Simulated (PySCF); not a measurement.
SMILES C[SiH2]C[SiH2]C, singlet (GFN2-xTB optimised geometry):

```
17

Si    -1.430    -0.248     1.814
C     -2.310    -1.023     0.325
C      0.452    -0.265     1.543
Si     1.085     0.647     0.000
C      2.985     0.647     0.000
H     -1.755    -1.020     3.026
H     -1.896     1.132     2.001
H     -1.965    -2.035     0.139
H     -3.384    -1.067     0.483
H     -2.133    -0.444    -0.577
H      0.925     0.167     2.426
H      0.792    -1.301     1.502
H      0.612    -0.025    -1.219
H      0.602     2.035     0.000
H      3.384    -0.363    -0.013
H      3.381     1.144     0.881
H      3.376     1.164    -0.871
```

Calculation: PBE0/def2-SVP (PySCF).

Question: What are the frontier orbital energies and the dipole moment?

Answer: HOMO-2 -8.98 eV, HOMO-1 -8.63 eV, HOMO -8.23 eV, LUMO 1.23 eV, LUMO+1 1.35 eV; dipole moment 0.83 D.

On the same geometry PBE/def2-SVP run with PySCF gives HOMO-2 -7.61 eV, HOMO-1 -7.30 eV, HOMO -6.95 eV, LUMO 0.41 eV, LUMO+1 0.52 eV; dipole moment 0.88 D.

Meta-Löwdin charges at PBE0/def2-SVP: Si1 0.63, C2 -0.55, C3 -0.65, Si4 0.62, C5 -0.54, H6 -0.11, H7 -0.11, H8 0.11, H9 0.12, H10 0.12, H11 0.12, H12 0.12, H13 -0.11, H14 -0.11, H15 0.11, H16 0.11, H17 0.12.
